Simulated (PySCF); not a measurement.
## Co: excitation energy

Co [Ar] 3d7 4s2 (4F) → Co [Ar] 3d8 4s1 (4F), as a difference of total energies. Calculation: PySCF 2.14, in aug-cc-pVDZ (7s6p4d2f, 59 functions); no relativity, point nucleus. Correlated levels: valence: [Ar] frozen. The calculations carry no spin-orbit coupling.

```json
{"method": "UHF", "excitation energy (cm⁻¹)": "13000"}
{"method": "MP2 (valence)", "excitation energy (cm⁻¹)": "29.065"}
{"method": "SCS-MP2 (valence)", "excitation energy (cm⁻¹)": "2087.8"}
{"method": "CCSD (valence)", "excitation energy (cm⁻¹)": "5263.1"}
{"method": "CCSD(T) (valence)", "excitation energy (cm⁻¹)": "4512.5"}
```

These non-relativistic numbers lack the scalar-relativistic shift.

Errors of the correlated levels include the incompleteness of this basis and the frozen core.

For comparison: 3364.5 cm⁻¹ (measured; NIST levels, between the centres of gravity of the two terms).
